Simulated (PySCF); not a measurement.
How the method changes the constants of InF⁻

State: ²Π (doublet), unpaired electrons π ↑. Set-up: PySCF, scalar-relativistic core potentials, basis sets In def2-SVPD with ECP28, F def2-SVPD. De refers to In + F⁻ in their high-spin ground configurations, without counterpoise correction. The functionals are run spin-unrestricted. A positive dipole points towards F; it is taken about the centre of mass and depends on that origin.

```tsv
Level	Re (Å)	ωe (cm⁻¹)	De (eV)	μ (D)	CPU s a point (SCF and correlation, without the integrals)
UHF	2.100	414	n/a	-1.80	0.21
UHF-MP2	2.129	397	2.11	n/a	0.33
UHF-SCS-MP2	2.133	393	2.06	n/a	n/a
UHF-CCSD	2.123	400	n/a	n/a	n/a
UHF-CCSD(T)	2.128	397	2.12	n/a	19
PBE	2.158	372	2.07	-2.13	0.74
PW91	2.155	374	2.08	-2.16	0.47
TPSS	2.140	386	2.12	-1.94	1
r²SCAN	2.119	402	2.27	-1.89	0.99
PBE0	2.124	396	2.13	-2.03	1.2
HSE06	2.124	397	2.15	-2.04	0.93
BHandHLYP	2.115	402	n/a	-2.15	0.59
```

**Question.** Which functional lies closest to UHF-CCSD(T) in De, which farthest, and by how much do they differ from it?

**Answer.** Closest is TPSS (+1.2 pm in Re, -2.8 % in ωe, +0.00 eV in De against UHF-CCSD(T) in the same basis), farthest r²SCAN (-0.9 pm in Re, +1.3 % in ωe, +0.15 eV in De). CCSD(T) converges more slowly with the basis than the functionals do and binds too weakly in this one, so the order can change at the basis-set limit.

**Question.** What does a quarter of exact exchange do here, going from PBE to PBE0?

**Answer.** PBE0 less PBE: -3.4 pm in Re, +6.5 % in ωe, +0.06 eV in De. Exact exchange removes part of the self-interaction that spreads semilocal densities, and in most molecules shortens and stiffens the bond and lowers De; here De goes the other way.

**Question.** What does the step from GGA to meta-GGA do here, going from PBE to r²SCAN?

**Answer.** r²SCAN less PBE: -3.9 pm in Re, +8.1 % in ωe, +0.20 eV in De. 

Correlated steps freeze 5 core orbitals. Correlated levels converge slowly with the basis: in double zeta they bind strong bonds too weakly, by up to about 1 eV, and carry superposition errors of some tenths. These are scalar-relativistic numbers at best; spin–orbit coupling would shift them, the dissociation energy most. For an ion De counts to the pair picked by the measured ionisation energies or electron affinities, which need not be the lowest pair at this level. The highest Kohn–Sham level is positive in this anion. Much of that is self-interaction error, but it also means that the finite basis helps to hold the extra electron. The state was picked by a PBE0 search and need not be the measured ground state.

The whole job (state search and all levels along the bond) took about 3.9 min on 1 thread of Arm Neoverse V1 (shared host), peak memory 0.71 GiB.
